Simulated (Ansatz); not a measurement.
Geometry optimisation, RHF/def2-SVPD in Ansatz.

input.yaml

```yaml
crystal:
  periodic: [false, false, false]
  atoms:
    - { symbol: B, position_ang: [0.0, 0.0, 0.0] }
    - { symbol: "N", position_ang: [0.0, 0.0, 1.55] }
    - { symbol: H, position_ang: [-0.877, -0.2713, 2.08] }
    - { symbol: H, position_ang: [0.877, 0.2713, 2.08] }
    - { symbol: O, position_ang: [1.2211, 0.0, -0.705] }
    - { symbol: H, position_ang: [1.5209, -0.9519, -0.8599] }
    - { symbol: F, position_ang: [-1.1431, 0.0, -0.66] }
basis:
  gaussian: { orbitals: def2-SVPD }
hamiltonian:
  xc: hf
relax:
  f_tol: 0.02
  max_steps: 40
```

Launched with:

```bash
$ ansatz run input.yaml --threads 1 --pin off --max-ram 2048MiB --backend cpu --events-out ev --progress --plain --runs-dir out
```

Where does it end, and by what steps?

The run converged. After 9 steps the energy has fallen by 1.179 eV; H6 moved furthest, 0.71 Å.

```csv
step,energy less start (eV),largest force component (eV/Å),accepted
0,0.0000,3.404,yes
1,-0.7308,1.734,yes
2,-0.8116,0.926,yes
3,-0.8461,0.510,yes
4,-0.8854,0.366,yes
5,-0.9588,1.428,yes
6,-1.1324,0.401,yes
7,-1.1641,0.138,yes
8,-1.1756,0.254,yes
9,-1.1791,0.019,yes
```

```xyz
7
Properties=species:S:1:pos:R:3
B 0.118 -0.184 0.168
N -0.027 0.040 1.539
H -0.918 0.143 1.972
H 0.753 0.107 2.155
O 1.334 -0.323 -0.408
H 1.316 -0.472 -1.339
F -0.977 -0.264 -0.601
```

Whether the end is a true minimum wasn't checked by a vibrational analysis.

Run time: 22 s on 1 thread of Arm Neoverse V2, with other jobs on the host, peak memory 0.2 GiB.
